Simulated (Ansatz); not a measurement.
The cluster Hg₂O₂⁻, relaxed as a doublet with UKS r2SCAN-D4/def2-TZVPD in Ansatz, starting from the GFN1-xTB geometry. Force threshold 0.02 eV/Å.

In the def2 sets Hg takes a core potential; there is no spin–orbit coupling. The structure holds one bond between oxygen atoms, so isomers without such links may lie far lower. The highest occupied level of the charge -1 doublet lies above zero (up to 1.06 eV). By energy differences its removal costs 1.93 eV (vertical, to the charge 0 triplet, at r2SCAN-D4/def2-TZVPD); a positive level beside a positive removal energy at the same level points to self-interaction error. The relaxation made no stability test and no search for a lower SCF solution. The structure comes from a short search, and lower isomers may exist.

Start:

```xyz
4

Hg    0.0620   -1.2987    1.3709
Hg   -1.8808    0.1723   -0.0214
O     0.4386    0.9188   -1.0119
O     1.3802    0.2076   -0.3376
```

```csv
step,energy (eV),largest force component (eV/Å),SCF passes
1,-12450.2088,0.767,73
2,-12450.3489,0.478,30
3,-12450.3648,0.153,22
4,-12450.3657,0.041,28
5,-12450.3661,0.013,29
6 (rejected),-12450.3653,0.117,32
7,-12450.3663,0.063,32
8 (rejected),-12450.3596,0.638,38
9,-12450.3674,0.073,32
10,-12450.3684,0.138,33
11,-12450.3719,0.141,39
12,-12450.3720,0.143,33
13,-12450.3721,0.143,31
14 (rejected),-12450.3155,1.519,40
15,-12450.3818,0.249,36
16,-12450.3858,0.461,37
17,-12450.3899,0.177,33
18,-12450.3932,0.025,33
19,-12450.3935,0.010,36
```

Force components are those of the run's own axes.

End:

```
atom   x (Å)   y (Å)   z (Å)
 Hg1   0.298  -1.606   1.473
 Hg2  -1.848   0.460  -0.031
  O3   0.489   0.713  -1.302
  O4   1.061   0.432  -0.140
```

Bonds lost: Hg1–Hg2 (atoms count from 1).

The force fell under the threshold at step 5, but the optimiser went on and released 0.027 eV more. No frequencies were taken in this run, so the end may be a saddle point.

It took 1.7 min on 4 threads of Arm Neoverse V1 on a shared host.
